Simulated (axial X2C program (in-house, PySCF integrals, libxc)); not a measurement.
**Correcting the dissociation energy of GeF for spin–orbit coupling**

A spin-free CCSD(T) curve (one-electron X2C) was computed with an axial X2C code built on PySCF integrals, basis Ge dyall-cv3z [9s9p7d4f1g], F dyall-av3z [7s6p3d2f] (cores contracted in-house), for the state M_S = 1/2, Λ = 1 (beyond evenly filled blocks: π+α). It gives D0 = 5.188 eV to Ge + F, which in a spin-free picture are the weighted means of the ground terms.

Correlated methods: 11 electrons correlated (number of frozen shells: Ge 3 s, 2 p, 1 d; F 1 s), 233 virtual spin orbitals or spinors in MP2, 90 natural virtuals in coupled cluster.

Measured levels of the ground terms (NIST Handbook of Basic Atomic Spectroscopic Data), in cm⁻¹: Ge 3P: J = 0 at 0, J = 1 at 557.1, J = 2 at 1410; F 2P: J = 3/2 at 0, J = 1/2 at 404.1.

The two components of the molecular doublet are 974 cm⁻¹ apart in the PBE0 2c search (Ω = 1/2 lower), so the lower one lies 487 cm⁻¹ under their mean.

**Question.** How far does each ground level lie under the (2J+1)-weighted mean of its term?

**Answer.** Ge: (1 × 0 + 3 × 557.1 + 5 × 1410)/9 = 969 cm⁻¹; F: (4 × 0 + 2 × 404.1)/6 = 135 cm⁻¹.

**Question.** Correct D0.

**Answer.** D0 = 5.188 + (487 − 1104)/8065.5 = 5.112 eV at CCSD(T) with these spin–orbit terms.

Second-order spin–orbit effects in the molecule, which grow quickly with Z, are left out. One determinant describes the state; a PBE0 search over occupations chose it and may have missed a lower one. Dissociation energies refer to the lowest single-determinant-based atoms at the same level and basis. Coupled cluster ran in a truncated set of natural virtual spinors; the MP2 energy of the rest was added. (T) has no such correction and the atoms are truncated less, which lowers De at CCSD(T) by a hundredth of an eV or more. With the outer-core shells frozen, correlated bond lengths of heavy atoms tend to come out a few hundredths of an ångström too long.
